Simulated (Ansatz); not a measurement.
Computed with Ansatz on PBE0-D4/def2-TZVP structures; ΔE is electronic, products minus reactants. CBS: MP2 limit from def2 TZ/QZ plus the TZ coupled-cluster correction, frozen cores. Each species was taken in one conformer, which may not be the lowest.

`[BH2][AlH][O][SiH3]` + `C#C[SiH2]O` → `BO[SiH2]C#C` + `[AlH2][O][SiH3]`  (cleavage of the B–Al bond)

`[BH2][AlH][O][SiH3]`:

Cartesian coordinates in Å:
```
B -2.165 1.325 -0.049
Al -0.107 1.277 0.465
O 0.757 -0.139 0.141
Si 1.437 -1.563 -0.231
H -3.030 0.976 0.705
H -2.559 1.708 -1.115
H 0.703 2.468 1.135
H 1.925 -2.236 1.002
H 0.451 -2.457 -0.899
H 2.586 -1.358 -1.154
```

`C#C[SiH2]O`:

```xyz
8

C     0.807   -1.984   -0.286
C     0.252   -0.913   -0.255
Si   -0.595    0.706   -0.184
O     0.306    1.815    0.625
H     1.297   -2.930   -0.319
H    -1.911    0.480    0.465
H    -0.770    1.239   -1.550
H     0.613    1.587    1.504
```

`BO[SiH2]C#C`:

Cartesian coordinates in Å:
```
B 1.240 1.800 -0.364
O 0.638 0.945 0.487
Si -0.810 0.152 0.404
C -0.497 -1.621 0.151
C -0.314 -2.801 -0.021
H 0.692 2.115 -1.388
H 2.318 2.227 -0.064
H -1.504 0.349 1.694
H -1.614 0.676 -0.726
H -0.148 -3.843 -0.173
```

`[AlH2][O][SiH3]`:

```xyz
8

Al   -0.928    1.585   -0.351
O    -0.107    0.154   -0.027
Si    0.711   -1.217    0.271
H    -1.658    2.307    0.848
H    -0.923    2.122   -1.836
H    -0.184   -2.390    0.086
H     1.222   -1.219    1.668
H     1.866   -1.342   -0.658
```

```
              species  CCSD(T)/CBS(def2) energy (Eh)
`[BH2][AlH][O][SiH3]`                     -634.71196
         `C#C[SiH2]O`                     -442.75166
        `BO[SiH2]C#C`                     -468.17507
    `[AlH2][O][SiH3]`                     -609.35237
```

Question: Work out ΔE.

Answer: ΔE = (-468.17507) + (-609.35237) − (-634.71196) − (-442.75166) = -0.06382 Eh = -167.6 kJ/mol.

Largest T1 diagnostic among the species: 0.014.

Leaving LDA and LC-ωPBE aside and taking each functional with its dispersion term where it has one, the values, not all of them listed here, spread over 19.8 kJ/mol, from B97M-V to revPBE-D4. LDA lies −11.6 kJ/mol from PBE without D4. At CCSD(T), def2-SVP lies −20.9 kJ/mol from the extrapolated value and def2-TZVPP −1.1 kJ/mol. From BLYP to BHLYP (50 % exact exchange), in def2-TZVPP and without D4, ΔE moves by −5.2 kJ/mol.
